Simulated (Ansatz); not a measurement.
`CC[SiH](C)C[SiH](C)C[SiH](C)C`. The state is a triplet with charge 0. Geometry PBE-D4/def2-SVP, that of the neutral singlet.

```xyz
35

C     3.391   -1.449   -0.589
C     3.166   -0.886    0.821
Si    1.727   -1.690    1.772
C     2.086   -3.524    2.082
C     0.097   -1.490    0.821
Si   -0.303    0.261    0.214
C    -0.169    1.506    1.632
C    -2.031    0.325   -0.563
Si   -2.620    2.016   -1.187
C    -4.303    1.856   -2.041
C    -1.353    2.762   -2.381
H     3.602   -2.539   -0.571
H     4.247   -0.962   -1.100
H     2.500   -1.298   -1.234
H     4.084   -1.002    1.439
H     2.978    0.209    0.772
H     1.595   -0.993    3.107
H     3.023   -3.657    2.661
H     2.195   -4.076    1.125
H     1.263   -3.999    2.653
H     0.110   -2.171   -0.060
H    -0.734   -1.839    1.473
H     0.707    0.630   -0.849
H     0.846    1.501    2.079
H    -0.893    1.263    2.437
H    -0.386    2.536    1.284
H    -2.058   -0.392   -1.414
H    -2.766   -0.050    0.185
H    -2.773    2.942   -0.002
H    -5.062    1.430   -1.352
H    -4.673    2.843   -2.386
H    -4.234    1.189   -2.925
H    -0.376    2.926   -1.883
H    -1.181    2.086   -3.244
H    -1.704    3.737   -2.776
```

At PBE-D4/def2-SVP the highest occupied level of the charge 0 triplet lies above zero (up to 0.15 eV). By energy differences its removal costs 1.62 eV (vertical, to the charge 1 doublet, at PBE-D4/def2-SVP); self-interaction error and the lack of diffuse functions both raise the level. At PBE-D4/def2-SVP the gap within one spin of the charge 0 triplet nearly closes, so an electron or hole may be smeared out by delocalisation error. At PBE0-D4/def2-SVP a singlet of charge 0 lies 7.65 eV below the triplet at the same geometry.

Estimate the α-spin orbital energies around the gap (eV) in Ansatz with PBE-D4/def2-SVP, PBE0-D4/def2-SVP.


```csv
orbital,PBE-D4/def2-SVP,PBE0-D4/def2-SVP
HOMO−5,-7.38,-8.75
HOMO−4,-7.35,-8.73
HOMO−3,-7.21,-8.58
HOMO−2,-7.18,-8.52
HOMO−1,-6.88,-8.09
HOMO,0.15,-0.19
LUMO,0.30,1.06
LUMO+1,0.53,1.32
LUMO+2,0.79,1.63
LUMO+3,0.99,1.76
LUMO+4,1.11,1.94
LUMO+5,1.21,2.03
β HOMO,-6.76,-7.98
β LUMO,-6.71,-6.31
```
